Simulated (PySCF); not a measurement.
Species: AsH6PSi.
Structure used (PBE0-D3(BJ)/def2-SVP), in Å, numbered top down from 1:
```xyz
9
AsH6PSi angstrom
P     -1.7611    0.5491   -0.6091
Si     0.0568   -0.4858    0.2638
As     1.9561    0.5662   -0.6924
H     -2.6745   -0.0422    0.3171
H     -1.5807    1.7243    0.1848
H      0.0826   -0.4866    1.7597
H      0.0364   -1.9031   -0.2114
H      2.8966   -0.0862    0.3173
H      1.7757    1.7996    0.1894
```

Jobs on this species (9 atoms, 68 electrons) with PySCF (density fitting). Hardware of each: an Arm Neoverse N1 with one thread, shared host. The host was shared with other jobs, so the times are rough. Peak memory is the resident size of the whole Python process, interpreter and libraries included.

```json
{"level and settings": "delta-SCF UKS SCAN, pcX-2 on the ionised atom, pcseg-1 elsewhere, non-relativistic", "work": "ΔSCF core ionisation, 4 holes", "basis functions": "135", "SCF cycles": "?", "wall time": "?", "peak memory": "?"}
{"level and settings": "delta-SCF UKS HF, pcX-2 on the ionised atom, pcseg-1 elsewhere, spin-free X2C", "work": "ΔSCF core ionisation, 4 holes", "basis functions": "135", "SCF cycles": "46", "wall time": "25 s", "peak memory": "0.49 GiB"}
{"level and settings": "PBE0-D3(BJ)/def2-SVP, grid level 1", "work": "geometry optimisation from a GFN2-xTB start shaken at random", "basis functions": "98", "SCF cycles": "30", "wall time": "30 s", "peak memory": "0.40 GiB"}
{"level and settings": "delta-SCF UKS SCAN, pcX-1 on the ionised atom, pcseg-1 elsewhere, spin-free X2C", "work": "ΔSCF core ionisation, 4 holes", "basis functions": "115", "SCF cycles": "50", "wall time": "20 s", "peak memory": "0.49 GiB"}
{"level and settings": "delta-SCF UKS SCAN, pcX-2 on the ionised atom, pcseg-1 elsewhere, spin-free X2C", "work": "ΔSCF core ionisation, 4 holes", "basis functions": "135", "SCF cycles": "52", "wall time": "24 s", "peak memory": "0.41 GiB"}
{"level and settings": "delta-SCF UKS B3LYP, pcX-2 on the ionised atom, pcseg-1 elsewhere, spin-free X2C", "work": "ΔSCF core ionisation, 4 holes", "basis functions": "135", "SCF cycles": "133", "wall time": "90 s", "peak memory": "0.51 GiB"}
{"level and settings": "delta-SCF UKS PBE0, pcX-2 on the ionised atom, pcseg-1 elsewhere, spin-free X2C", "work": "ΔSCF core ionisation, 4 holes", "basis functions": "135", "SCF cycles": "44", "wall time": "34 s", "peak memory": "0.51 GiB"}
{"level and settings": "delta-SCF UKS PBE, pcX-2 on the ionised atom, pcseg-1 elsewhere, spin-free X2C", "work": "ΔSCF core ionisation, 4 holes", "basis functions": "135", "SCF cycles": "52", "wall time": "17 s", "peak memory": "0.45 GiB"}
{"level and settings": "delta-SCF UKS SCAN, def2-TZVP on the ionised atom, pcseg-1 elsewhere, spin-free X2C", "work": "ΔSCF core ionisation, 4 holes", "basis functions": "112", "SCF cycles": "50", "wall time": "22 s", "peak memory": "0.49 GiB"}
```

**Question.** Fill in the missing figures.

**Answer.** 
- delta-SCF UKS SCAN, pcX-2 on the ionised atom, pcseg-1 elsewhere, non-relativistic; ΔSCF core ionisation, 4 holes: 23 s, 0.49 GiB, 52 SCF cycles

**Question.** What do all jobs in the table cost together?

**Answer.** About 4.8 min; the longest takes about 32 % of that, and about 5.3 times as long as the shortest.
